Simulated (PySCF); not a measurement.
A structure optimised at ωB97X-D3(BJ)/def2-TZVPD, used in a PySCF frequency run:

```
Ge
H 1 1.5367
H 1 1.5367 2 110.90
H 1 1.5367 2 110.90 3 -123.68
```
Charge 0, spin multiplicity 2.

### Question
Write its SMILES, formula and point group.

### Answer
[GeH3], GeH3, C3v

### Question
What are its rotational constants (standard atomic weights)?

### Answer
130.12, 130.12, 78.248 GHz
